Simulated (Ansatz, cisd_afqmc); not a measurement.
Species: GaGeH$_{5}$, charge 0, singlet. GaGeH5 (SMILES [GaH2][GeH3]).
B3LYP-D3(BJ)/def2-TZVP minimum from Ansatz (a quantum-chemistry and plane-wave program):
```
Ge
H 1 1.5413
H 1 1.5437 2 107.40
H 1 1.5442 2 107.29 3 114.21
Ga 1 2.4585 2 113.67 4 122.60
H 5 1.5739 1 121.51 2 -2.92
H 5 1.5745 6 118.91 1 179.82
```
Charge 0, spin multiplicity 1.

Total energies in cc-pVDZ, 12 correlated electrons, 28 frozen orbitals. Open shells are spin-unrestricted; no spin-orbit coupling. Correlated methods leave the cores frozen (noble-gas shells, and filled d and f shells in the p block). No relativity. AFQMC/CISD: phaseless, guided by CISD from CCSD amplitudes; bars are statistical, one sigma. Outlying blocks are dropped, and bars are widened where a walk drifts. Over all cases where full CI ran beside it in this data, AFQMC minus full CI had a median of +0.1 mEh and passed +0.4 mEh in a tenth of the cases.

```
method         program          energy (Eh)  minus CCSDTQ (mEh)
----------  ----------  -------------------  ------------------
HF              Ansatz          -4001.43805              217.52
MP2             Ansatz          -4001.60634               49.24
CCSD            Ansatz          -4001.65004                5.54
CCSD(T)         Ansatz          -4001.65442                1.16
CCSDT(Q)        Ansatz          -4001.65555                0.03
CCSDTQ          Ansatz          -4001.65558                0.00
AFQMC/CISD  cisd_afqmc  -4001.6552 ± 0.0003           0.4 ± 0.3
```

Rough core times of Ansatz's runs on a shared machine: CCSD(T) under 20 s, CCSDT(Q) 60 s, CCSDTQ 80 min.
